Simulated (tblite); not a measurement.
Compound: C₃H₁₁NO₄Si₂.
Atom-mapped SMILES: `[CH3:1][O:2][C@@H:3]([C:4](=[O:5])[OH:6])[Si@H:7]([NH2:8])[O:9][SiH3:10]` (hydrogens: H11, H12, H13 on C1; H14 on C3; H15 on O6; H16 on Si7; H17, H18 on N8; H19, H20, H21 on Si10)

Computed with GFN2-xTB (tblite), gas phase: L-BFGS steps from a force-field or distance-geometry start until the largest atomic force falls under 0.01 eV/Å.

Step 57: E = -947.1378 eV
```
atom  x, y, z in Å  |  force x, y, z in eV/Å
C1     -2.5612   -1.0512   -1.4764    0.005  -0.001  -0.003
O2     -1.6174   -1.2469   -0.4604   -0.017  -0.015  -0.016
C3     -1.0856   -0.0387    0.0852   -0.042  -0.027   0.038
C4     -1.2125   -0.0070    1.5643    0.029  -0.006   0.002
O5     -1.2567   -0.9587    2.2995   -0.030  -0.049  -0.028
O6     -1.2008    1.2548    2.0424    0.015   0.025  -0.034
Si7     0.7507   -0.2112   -0.4300    0.038  -0.038   0.030
N8      1.2714   -1.5594    0.4815   -0.005  -0.027   0.050
O9      1.6238    1.1024   -0.0896    0.008  -0.019   0.018
Si10    2.9907    1.9076    0.2572   -0.039  -0.022  -0.020
H11    -2.1354   -0.4887   -2.3163   -0.008   0.044   0.018
H12    -2.8440   -2.0416   -1.8314   -0.027  -0.001   0.058
H13    -3.4493   -0.5258   -1.1040   -0.004  -0.015  -0.031
H14    -1.5638    0.8416   -0.3399    0.011   0.029  -0.006
H15    -1.1999    1.2327    3.0134    0.014  -0.010  -0.051
H16     0.7547   -0.3224   -1.8907   -0.002  -0.010   0.011
H17     0.5765   -2.2094    0.8192    0.012   0.075  -0.036
H18     2.1501   -2.0197    0.3159    0.018   0.023  -0.023
H19     2.6495    2.7787    1.3764    0.013   0.005   0.019
H20     4.0332    0.9345    0.5863   -0.010   0.028   0.001
H21     3.3172    2.6452   -0.9619    0.021   0.011   0.002
```

Step 58: E = -947.1389 eV
```
atom  x, y, z in Å  |  force x, y, z in eV/Å
C1     -2.5635   -1.0506   -1.4777   -0.006  -0.007   0.006
O2     -1.6220   -1.2456   -0.4594   -0.011  -0.014  -0.026
C3     -1.0873   -0.0386    0.0844   -0.031  -0.024   0.033
C4     -1.2125   -0.0073    1.5624    0.000  -0.019   0.016
O5     -1.2604   -0.9596    2.2967   -0.022  -0.046  -0.019
O6     -1.1989    1.2540    2.0402    0.022   0.036  -0.035
Si7     0.7493   -0.2107   -0.4257    0.068  -0.056  -0.018
N8      1.2749   -1.5590    0.4831   -0.045  -0.003   0.056
O9      1.6244    1.1019   -0.0871   -0.002  -0.014   0.025
Si10    2.9911    1.9070    0.2583   -0.016  -0.008  -0.041
H11    -2.1357   -0.4883   -2.3175   -0.026   0.023   0.033
H12    -2.8466   -2.0425   -1.8278   -0.014  -0.004   0.028
H13    -3.4547   -0.5287   -1.1076    0.010   0.009  -0.029
H14    -1.5620    0.8440   -0.3393   -0.002   0.028  -0.017
H15    -1.1981    1.2308    3.0106    0.014  -0.003  -0.024
H16     0.7558   -0.3233   -1.8873   -0.005  -0.007   0.025
H17     0.5802   -2.2091    0.8208    0.018   0.065  -0.033
H18     2.1526   -2.0178    0.3125    0.038   0.006  -0.024
H19     2.6529    2.7799    1.3765    0.007   0.007   0.027
H20     4.0357    0.9358    0.5869   -0.015   0.028   0.000
H21     3.3159    2.6448   -0.9623    0.017   0.001   0.016
```

Step 59: E = -947.1398 eV
```
atom  x, y, z in Å  |  force x, y, z in eV/Å
C1     -2.5677   -1.0501   -1.4793   -0.014  -0.009   0.015
O2     -1.6266   -1.2448   -0.4608   -0.001  -0.007  -0.025
C3     -1.0892   -0.0389    0.0820   -0.005  -0.017   0.013
C4     -1.2090   -0.0082    1.5595   -0.028  -0.047   0.030
O5     -1.2546   -0.9622    2.2926   -0.016   0.007  -0.030
O6     -1.1952    1.2534    2.0366    0.026   0.010  -0.010
Si7     0.7494   -0.2123   -0.4238    0.065  -0.054  -0.040
N8      1.2750   -1.5585    0.4877   -0.012  -0.009   0.039
O9      1.6255    1.0991   -0.0853   -0.007  -0.005   0.027
Si10    2.9901    1.9069    0.2599    0.004   0.014  -0.043
H11    -2.1405   -0.4865   -2.3192   -0.037  -0.001   0.042
H12    -2.8519   -2.0434   -1.8242    0.000  -0.003  -0.002
H13    -3.4606   -0.5310   -1.1098    0.012   0.031  -0.021
H14    -1.5603    0.8462   -0.3411   -0.007   0.014  -0.014
H15    -1.1908    1.2287    3.0069    0.014   0.008  -0.021
H16     0.7589   -0.3251   -1.8856   -0.008  -0.009   0.026
H17     0.5774   -2.2086    0.8193    0.035   0.046  -0.025
H18     2.1558   -2.0145    0.3185   -0.017   0.015  -0.009
H19     2.6529    2.7808    1.3782    0.004   0.001   0.022
H20     4.0381    0.9395    0.5893   -0.019   0.025  -0.002
H21     3.3144    2.6465   -0.9607    0.012  -0.008   0.026
```

Task: Estimate the geometry and energy of step 60. (The exact step hangs on the optimiser's Hessian estimate; all steps are aligned on step 59, rigid shifts and turns removed.)

Result: E = -947.1404 eV, largest force 0.053 eV/Å
```
atom  x, y, z in Å  |  force x, y, z in eV/Å
C1     -2.5707   -1.0506   -1.4807   -0.018  -0.007   0.019
O2     -1.6307   -1.2443   -0.4612    0.012  -0.002  -0.011
C3     -1.0909   -0.0394    0.0818    0.020   0.001  -0.021
C4     -1.2092   -0.0086    1.5590   -0.041  -0.019  -0.006
O5     -1.2575   -0.9636    2.2899   -0.015  -0.006   0.009
O6     -1.1920    1.2535    2.0358    0.025  -0.014  -0.018
Si7     0.7505   -0.2138   -0.4213    0.023  -0.016  -0.045
N8      1.2785   -1.5572    0.4912   -0.009   0.012   0.037
O9      1.6254    1.0980   -0.0811   -0.013  -0.005   0.023
Si10    2.9903    1.9061    0.2600    0.011   0.035  -0.022
H11    -2.1436   -0.4863   -2.3200   -0.032  -0.013   0.033
H12    -2.8549   -2.0448   -1.8223    0.007  -0.003  -0.020
H13    -3.4649   -0.5323   -1.1144    0.004   0.044  -0.003
H14    -1.5585    0.8479   -0.3425   -0.003  -0.008  -0.003
H15    -1.1884    1.2283    3.0057    0.016   0.011  -0.002
H16     0.7604   -0.3254   -1.8825   -0.006  -0.012   0.013
H17     0.5808   -2.2071    0.8197    0.013   0.007  -0.005
H18     2.1577   -2.0124    0.3156    0.008  -0.008  -0.005
H19     2.6556    2.7817    1.3785    0.004  -0.007   0.013
H20     4.0403    0.9412    0.5899   -0.019   0.020  -0.004
H21     3.3129    2.6460   -0.9606    0.011  -0.009   0.021
```

The energy changes by -0.0006 eV. The first-order estimate −F·Δx gives -0.0010 eV and the mean of the old and new forces, exact on a quadratic surface, -0.0006 eV. The step makes an angle of 71° with the force vector and moves no atom by more than 0.006 Å.

What follows is the cost of the whole relaxation. The run took 3.4 s wall on one thread, Arm Neoverse N1 (aarch64), shared host with 64 logical CPUs at a one-minute load of 65.
